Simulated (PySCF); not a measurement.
CH3FO2Si, SMILES O=CO[SiH2]F. Atoms are numbered in the order given.

```xyz
8

O     -0.6535     2.0210     0.0000
C      0.4898     1.6520     0.0000
O      0.8425     0.3723     0.0000
Si    -0.4475    -0.7536     0.0000
F      0.3208    -2.1726     0.0000
H      1.3708     2.3256     0.0000
H     -1.2227    -0.6400     1.2534
H     -1.2227    -0.6400    -1.2534
```

Geometry optimised at PBE0-D3(BJ)/def2-SVP. This is a generated structure with no PubChem entry under its InChIKey; it may be hypothetical. The values are those of a single conformer.

Level of theory: PySCF with KT2/pcSseg-1.

GIAO shieldings, no solvent; atoms alike by connectivity are averaged. δ = σ(ref) − σ: ¹⁷O against H2O (σ = 330.4 ppm); ¹³C against TMS (σ = 185.1 ppm); ²⁹Si against TMS (σ = 361.9 ppm); ¹⁹F against CFCl3 (σ = 127.1 ppm); ¹H against TMS (σ = 31.47 ppm), references at their B3LYP-D3(BJ)/def2-TZVP geometries, non-relativistic.

```json
[
 {"atoms": "O1", "nucleus": "¹⁷O", "count": "1", "δ (ppm)": "449.2"},
 {"atoms": "O3", "nucleus": "¹⁷O", "count": "1", "δ (ppm)": "?"},
 {"atoms": "C2", "nucleus": "¹³C", "count": "1", "δ (ppm)": "157.7"},
 {"atoms": "Si4", "nucleus": "²⁹Si", "count": "1", "δ (ppm)": "-3.7"},
 {"atoms": "F5", "nucleus": "¹⁹F", "count": "1", "δ (ppm)": "?"},
 {"atoms": "H6", "nucleus": "¹H", "count": "1", "δ (ppm)": "7.99"},
 {"atoms": "H7, H8", "nucleus": "¹H", "count": "2", "δ (ppm)": "?"}
]
```

Complete the blanks. (The exact figures need the calculation; the answer reports its results.)


- H7, H8, δ (ppm): 5.96
- F5, δ (ppm): -226.6
- O3, δ (ppm): 238.5
